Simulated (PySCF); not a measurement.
Ionisation energy of Sc⁸⁺ by level of theory

Sc⁸⁺ [Ne] 3s2 3p1 (2P) → Sc⁹⁺ [Ne] 3s2 (1S), as a difference of total energies. All numbers are calculated (PySCF 2.14, the spin-free X2C one-electron Hamiltonian (Gaussian nucleus), in an even-tempered Gaussian basis (19 s from 0.25 bohr⁻², ratio 2.5; 12 p from 0.33 bohr⁻², ratio 2.5; 5 d from 2.3 bohr⁻², ratio 2.7; 5 f from 3.5 bohr⁻², ratio 2.7)). Correlated levels: outer shells: 1s2 frozen; virtual orbitals above 40 to 60 times the deepest correlated orbital energy dropped. The calculations carry no spin-orbit coupling.

```tsv
method	ionisation energy (eV)
UHF	179.35
MP2 (outer shells)	179.88
SCS-MP2 (outer shells)	179.83
CCSD (outer shells)	179.97
CCSD(T) (outer shells)	179.98
```

How much does correlation contribute at CCSD(T) (outer shells)?

179.98 − (179.35) = 0.63 eV, measured against UHF.

A first-order spin-orbit estimate (lowest level to lowest level, LS coupling) adds 0.450 eV.

For comparison: 180.03 ± 0.12 eV (measured; NIST Atomic Spectra Database, ionization energies).
